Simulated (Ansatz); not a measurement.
The same path of CH5SSb (8 atoms, charge 0, multiplicity 1) was run twice with different band settings. The coordinate that changes most is the dihedral H4–C1–S2–Sb3.

Level of theory: Ansatz 0.2.0, RKS PBE0-D4/def2-SVP.

Relaxed end points:

```xyz
8
Properties=species:S:1:pos:R:3
C -0.806 1.151 -0.520
S -0.297 0.238 0.971
Sb 1.115 -1.481 -0.046
H -1.375 0.523 -1.219
H 0.049 1.606 -1.042
H -1.464 1.958 -0.166
H 2.404 -1.288 1.073
H 0.466 -2.765 0.894
```

```xyz
8
Properties=species:S:1:pos:R:3
C -0.460 1.309 -0.572
S 0.267 0.495 0.885
Sb 0.364 -1.812 0.075
H 0.190 1.240 -1.455
H -0.564 2.370 -0.301
H -1.458 0.916 -0.814
H 1.981 -2.081 0.589
H -0.227 -2.495 1.536
```

Common settings: movable images 5; spring 5.0 eV/Å²; start path IDPP; force threshold 0.05 eV/Å; iteration limit 60; end points relaxed.

| run | climbing image | optimiser |
| --- | --- | --- |
| 1 | yes | quadratic models (default) |
| 2 | from the first iteration | lbfgs |

What does each run give, and how far can it be trusted?

Run 1: converged after 5 iterations, highest image 0.040 eV above the first end. A vibrational analysis at the climbing image gives one clearly imaginary mode, 123i cm⁻¹: a first-order saddle point.
Run 2: converged after 15 iterations, highest image 0.040 eV above the first end. Another band between the same ends (5 images) ends at a top of the same energy, where a vibrational analysis finds 1 clearly imaginary mode.
